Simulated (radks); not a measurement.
Values are calculated unless marked as measured or tabulated.
Spherical jellium clusters: N electrons in a uniform positive sphere of charge N and radius rs N^(1/3), rs = 2.97 bohr. Level of theory: non-relativistic Kohn-Sham, LDA (Slater exchange, Perdew-Wang correlation), spin-polarised, spherical densities (a radial shooting solver with Libxc functionals). Levels are named by radial order and angular momentum (1s, 1p, 1d, 2s, ...), and open shells are averaged over m.

N = 17, configuration 1s2 1p6 1d(up 5, down 4). This is the lowest configuration that the search found. Occupied and some empty levels:

level,occupation,eigenvalue (eV),<r> (bohr)
1s up,1,-7.2941,4.595
1s down,1,-7.2061,4.560
1p up,3,-5.6301,5.707
1p down,3,-5.5184,5.703
1d up,5,-3.7218,6.567
1d down,4,-3.6084,6.585
2s up,0,-3.2544,5.924
2s down,0,-3.1944,5.957
1f up,0,-1.6623,7.499
1f down,0,-1.5617,7.548
2p up,0,-1.2764,8.134
2p down,0,-1.2253,8.208

Energy (eV): total -26.4334, kinetic 49.850, external -1202.6, Hartree 586.85, exchange-correlation -78.368, background 617.87.

Electron density:

r (bohr),n(r) (e/bohr^3)
0.887,0.005141
1.84,0.006275
2.79,0.008033
3.74,0.009788
4.70,0.01051
5.65,0.009340
6.60,0.006500
7.55,0.003442
8.50,0.001457
9.45,0.0005443
10.4,0.0001885
11.4,0.00006311
12.3,0.00002063
